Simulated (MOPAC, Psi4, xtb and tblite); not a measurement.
Conformational energy of SMILES c1coc(Oc2ccco2)c1. Scanned: dihedral O3–C4–O5–C6; all other coordinates were relaxed at GFN2-xTB. Points at φ and −φ are mirror images. Heavy atoms are numbered in the order of the SMILES c1coc(Oc2ccco2)c1, hydrogens after them in the order of the atoms that carry them; the mirror image has the same energies with the sign of each dihedral reversed.

Levels: GFN2-xTB (xtb and tblite); PM3, restricted, heats of formation // GFN2-xTB (MOPAC); PBE-D3(BJ)/def2-SVP // GFN2-xTB (Psi4).

Energies relative to the lowest point of each profile, in mEh:

```csv
φ / °,GFN2-xTB,PM3
-150,1.0,1.9
-135,1.5,1.4
-75,1.7,0.0
-45,0.3,1.1
-30,0.0,2.1
-15,0.1,3.3
15,0.1,3.3
30,0.0,2.1
45,0.3,1.1
75,1.7,0.0
150,1.0,1.9
165,0.7,2.5
```

### Question
What does PBE-D3(BJ)/def2-SVP give at the same points?

### Answer
-150: 0.9; -135: 1.6; -75: 1.2; -45: 1.1; -30: 1.9; -15: 3.3; 15: 3.3; 30: 1.9; 45: 1.1; 75: 1.2; 150: 0.9; 165: 0.2 (mEh).
